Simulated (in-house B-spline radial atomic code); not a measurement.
The numbers below are computed, except where a source is named.
# Ge in an electron gas of r_s = 1.5: phase shifts, screening and friction

A nucleus sits in a uniform electron gas with a rigid positive background. The Kohn-Sham equations are solved self-consistently in the spin-unpolarised LDA (PW92), non-relativistic, on B-splines with outgoing waves at the boundary and partial waves to l = 8. The model has no lattice, no bands and no magnetic solution. Atomic units; δ_l are the phase shifts at the Fermi level, counted so that each bound state adds π, and good to about 0.0005.

The density parameter is r_s = 1.5 bohr.

| l | δ_l (rad) |
| --- | --- |
| 0 | 9.6189 |
| 1 | 7.1164 |
| 2 | 3.5329 |
| 3 | 0.1622 |
| 4 | 0.0375 |
| 5 | 0.0099 |
| 6 | 0.0028 |
| 7 | 0.0008 |
| 8 | 0.0003 |

Bound levels below the band bottom (hartree): p -43.05, s -5.383, p -3.617, d -0.5489, s -0.0588 and deeper ones.

**Question.** Check the Friedel sum rule, and say where the screening charge sits.

**Answer.** k_F = (9π/4)^(1/3)/r_s = 1.27944. The rule is Z = (2/π) Σ (2l + 1) δ_l. The terms are s 6.124, p 13.591, d 11.246, f 0.723 and 0.318 beyond, in all 32.002 against Z = 32. Bound states hold 8 s, 12 p, 10 d electrons, so the scattering states carry 2.00 in all; where a term is smaller than its bound count, the bound level has drawn weight out of the band.

**Question.** Find the transport cross section and the electronic stopping of a 5 keV Ge ion (mass 72.63 u).

**Answer.** σ_tr = (4π/k_F²) Σ (l + 1) sin²(δ_l − δ_(l+1)). The terms for l = 0 to 3 are 0.3558, 0.3658, 0.1547, 0.0619, all together 0.9423, so σ_tr = 7.677 × 0.9423 = 7.234 bohr². With n = 3/(4π r_s³) = 0.07074, the friction coefficient is Q = n k_F σ_tr = 0.6547. For v well below v_F = 1.279, dE/dx = Q v; with 24801 eV per u at v = 1, v = √(5000/(24801 × 72.63)) = 0.0527, so dE/dx = 0.03449 hartree/bohr = 17.7 eV/nm.
